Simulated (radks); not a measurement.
Q: These are the eigenvalues of the occupied orbitals of an atom or ion with whole-number occupations (eV). Method: Dirac Kohn-Sham, LDA (Slater exchange, Perdew-Wang correlation), spin-unpolarised, spherical densities, finite nucleus; Fermi nuclear charge, rms radius of each element as measured or else 0.836 A^(1/3) + 0.57 fm; computed with a radial shooting solver on a logarithmic mesh with Libxc functionals.

orbital  eigenvalue
1s1/2     -44960.59
2s1/2     -7333.903
2p1/2     -6950.005
2p3/2     -6390.514
3s1/2     -1623.589
3p1/2     -1458.525
3p3/2     -1346.099
3d3/2     -1057.927
3d5/2     -1033.542
4s1/2     -347.2421
4p1/2     -284.3854
4p3/2     -259.5778
4d3/2     -155.8834
4d5/2     -151.4538
5s1/2      -69.3817
5p1/2      -51.7748
5p3/2      -48.0677
4f5/2      -32.1348

Which element is it, and in what charge state? The configuration may be excited. Open shells, if any, fill j = l - 1/2 first.

A: Z = 61, promethium, charge +3: Pm3+ in [Xe] 4f4. The list shows which subshells hold electrons but not how many an open one holds; the 1s level, -1652.3 hartree, gives Z - s = 57.5 by -(Z - s)^2/2, which with screening and relativity narrows Z to a few neighbours, and the depths of the outer levels then fix element, charge and occupations together.
